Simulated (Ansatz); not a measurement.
`C[O][GaH][O]C` and `C[O][GaH2]` differ in one atom or group.

Ansatz, PBE0-D4/def2-TZVP geometries, multiplicity 1. Each molecule was computed in one conformer, which needn't be the lowest.

Scalar relativity is left out up to krypton.

| property | `C[O][GaH][O]C` |
| --- | --- |
| LUMO energy (B3LYP/def2-TZVPP) / eV | -0.85 |
| LUMO energy (PBE0/def2-TZVPP) / eV | -0.56 |
| HOMO energy (PBE/def2-TZVPP) / eV | -6.12 |
| zero-point energy (PBE0-D4/def2-TZVP) / kJ/mol | 237.0 |
| HOMO–LUMO gap (PBE0/def2-TZVPP) / eV | 7.08 |
| LUMO energy (PBE/def2-TZVPP) / eV | -1.33 |

(1) Give the same properties after the change, and the shifts. (An estimate is asked.)

## Answers

(1) Computed: 
```csv
property,`C[O][GaH2]`,shift
LUMO energy (B3LYP/def2-TZVPP) / eV,-1.50,-0.65
LUMO energy (PBE0/def2-TZVPP) / eV,-1.21,-0.65
HOMO energy (PBE/def2-TZVPP) / eV,-6.43,-0.31
zero-point energy (PBE0-D4/def2-TZVP) / kJ/mol,144.4,-92.6
HOMO–LUMO gap (PBE0/def2-TZVPP) / eV,6.64,-0.44
LUMO energy (PBE/def2-TZVPP) / eV,-1.99,-0.66
```

With PBE0 the HOMO falls by 0.22 eV and the LUMO falls by 0.65 eV, so the gap narrows by about 0.43 eV. PBE moves the HOMO by -0.31 eV and ωB97M-V by -0.22 eV. The zero-point energy changes by -92.6 kJ/mol with -12 modes.

B3LYP here is the variant with VWN-RPA as its local correlation; programs differ in this.
